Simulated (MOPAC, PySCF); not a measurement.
H$_{4}$B$_{2}$Si, SMILES `BB=[SiH2]`, neutral singlet in the gas phase. 

Cartesian coordinates (Å):
```xyz
7

B     -1.7283    -0.1858     0.0539
B     -0.1627    -0.0172     0.0047
Si     1.6701     0.1797    -0.0522
H     -2.4590     0.7537    -0.0600
H     -2.2331    -1.2588     0.2067
H      2.5931    -0.9609     0.0859
H      2.3199     1.4892    -0.2390
```
Charge 0, spin multiplicity 1.

All levels are single points at this geometry (B3LYP-D3(BJ)/def2-TZVP); Pople sets use spherical d functions. Orbital energies aren't observables, and empty levels follow the basis.

```json
[
 {"level": "B3LYP-D3(BJ)/def2-TZVP in PySCF", "HOMO (eV)": "-6.15", "LUMO (eV)": "-2.73", "gap (eV)": "3.42", "dipole (D)": "1.91", "vertical IE, Delta-SCF (eV)": "–"},
 {"level": "PBE-D3(BJ)/def2-TZVP in PySCF", "HOMO (eV)": "-5.57", "LUMO (eV)": "-3.44", "gap (eV)": "2.12", "dipole (D)": "1.90", "vertical IE, Delta-SCF (eV)": "–"},
 {"level": "B3LYP/3-21G in PySCF", "HOMO (eV)": "-6.12", "LUMO (eV)": "-2.61", "gap (eV)": "3.51", "dipole (D)": "1.60", "vertical IE, Delta-SCF (eV)": "–"},
 {"level": "B3LYP/6-311+G** in PySCF", "HOMO (eV)": "-6.16", "LUMO (eV)": "-2.75", "gap (eV)": "3.41", "dipole (D)": "1.88", "vertical IE, Delta-SCF (eV)": "–"},
 {"level": "B3LYP/6-31G* in PySCF", "HOMO (eV)": "-5.96", "LUMO (eV)": "-2.47", "gap (eV)": "3.50", "dipole (D)": "1.49", "vertical IE, Delta-SCF (eV)": "8.19"},
 {"level": "B3LYP/LANL2DZ in PySCF", "HOMO (eV)": "-6.19", "LUMO (eV)": "-2.73", "gap (eV)": "3.47", "dipole (D)": "1.64", "vertical IE, Delta-SCF (eV)": "–"},
 {"level": "M06-2X/6-31G* in PySCF", "HOMO (eV)": "-6.95", "LUMO (eV)": "-1.55", "gap (eV)": "5.40", "dipole (D)": "1.34", "vertical IE, Delta-SCF (eV)": "–"},
 {"level": "PBE/6-31G* in PySCF", "HOMO (eV)": "-5.39", "LUMO (eV)": "-3.23", "gap (eV)": "2.16", "dipole (D)": "1.51", "vertical IE, Delta-SCF (eV)": "8.26"},
 {"level": "SVWN5/6-31G* in PySCF", "HOMO (eV)": "-5.50", "LUMO (eV)": "-3.39", "gap (eV)": "2.11", "dipole (D)": "1.56", "vertical IE, Delta-SCF (eV)": "8.47"},
 {"level": "HF/3-21G in PySCF", "HOMO (eV)": "-7.87", "LUMO (eV)": "0.61", "gap (eV)": "8.49", "dipole (D)": "1.38", "vertical IE, Delta-SCF (eV)": "–"},
 {"level": "HF/6-31G* in PySCF", "HOMO (eV)": "-7.71", "LUMO (eV)": "0.87", "gap (eV)": "8.58", "dipole (D)": "1.34", "vertical IE, Delta-SCF (eV)": "6.87"},
 {"level": "AM1 in MOPAC", "HOMO (eV)": "-8.08", "LUMO (eV)": "-0.79", "gap (eV)": "7.30", "dipole (D)": "2.75", "vertical IE, Delta-SCF (eV)": "–"},
 {"level": "PM7 in MOPAC", "HOMO (eV)": "-8.59", "LUMO (eV)": "-1.94", "gap (eV)": "6.65", "dipole (D)": "2.80", "vertical IE, Delta-SCF (eV)": "–"}
]
```
